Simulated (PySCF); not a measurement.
C₃H₄BCl. Atoms are numbered in the order given.

```xyz
9

B      0.2446    -0.1485     0.2073
C     -1.0494    -0.9004    -0.0826
C     -2.0752    -1.5207    -0.2981
H     -2.9843    -2.0616    -0.4933
Cl     0.4151     1.4641    -0.4860
C      1.3988    -0.7753     1.0488
H      2.1662    -0.0517     1.3540
H      1.8850    -1.5480     0.4247
H      1.0083    -1.3069     1.9307
```
Charge 0, spin multiplicity 1.

Geometry optimised at PBE0-D3(BJ)/def2-SVP. This is a generated structure with no PubChem entry under its InChIKey; it may be hypothetical.

Calculation: PBE0-D3(BJ)/def2-SVP (PySCF 2.14.0).

Frequencies are harmonic and unscaled.

```
mode  ν (cm⁻¹)  IR (km/mol)  moving atoms (share of kinetic energy)
----  --------  -----------  --------------------------------------
1           39          0.8                                  H 97 %
2          145          1.3                 C 54 %, Cl 21 %, H 18 %
3          206          3.8                  C 60 %, H 22 %, B 16 %
4          286          0.9                 C 48 %, H 25 %, Cl 20 %
5          460          4.6                 C 64 %, H 15 %, Cl 14 %
6          474          5.2                  C 33 %, B 31 %, H 30 %
7          584         16.3                 C 59 %, Cl 20 %, H 14 %
8          698         38.1                          H 75 %, C 25 %
9          784         24.9                          H 74 %, C 26 %
10         817         15.8                  H 58 %, C 28 %, B 11 %
11         829         28.9                  H 49 %, B 30 %, C 20 %
12        1072        246.5                  B 68 %, H 19 %, C 10 %
13        1163        147.2                  B 61 %, H 27 %, C 12 %
14        1322        120.6                  H 59 %, C 30 %, B 11 %
15        1414          1.1                                  H 96 %
16        1430          7.2                                  H 93 %
17        2185         98.5                           C 89 %, H 9 %
18        3047          1.1                                  H 96 %
19        3132          1.9                           H 92 %, C 8 %
20        3185          4.5                          H 90 %, C 10 %
21        3476         48.6                          H 86 %, C 14 %
```
